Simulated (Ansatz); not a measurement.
`N#CC(O)S` + `[GaH3]` → `N#[C][GaH2]` + `OCS`  (formal exchange of groups at a C–C bond)

Gas-phase electronic energies from Ansatz, PBE0-D4/def2-TZVP geometries. CCSD(T)/CBS is the MP2 limit (def2-TZVPP, def2-QZVPP) plus CCSD(T) − MP2 in def2-TZVPP, frozen cores. DFT in def2-TZVPP. For Ga outer-core shells are correlated without core-valence functions, which leaves a few kJ/mol of doubt a bond. Scalar relativity is left out up to krypton. Each species was taken in one conformer, which may not be the lowest.

CCSD(T)/CBS gives -0.80 eV.

(1) Another level gave -0.72 eV. Which?
A. ωB97M-V/def2-TZVPP
B. HF/def2-TZVPP
C. revPBE-D4/def2-TZVPP
D. BHLYP/def2-TZVPP

Largest T1 diagnostic among the species: 0.014.

## Answers

(1) A. ωB97M-V -0.72, HF/def2-TZVPP -0.87, revPBE-D4 -0.58, BHLYP -0.78 eV.

The D4 term adds +0.04 eV with B3LYP and +0.02 eV with PBE0; it sums over pairs of atoms, weighted by their polarisabilities, and B3LYP, whose exchange is more repulsive, gets the larger term. In def2-TZVPP, CCSD(T) changes the Hartree–Fock value by +0.09 eV (the triples alone add +0.03 eV) and MP2 by +0.08 eV.

B3LYP here is the variant with VWN-RPA as its local correlation; programs differ in this.
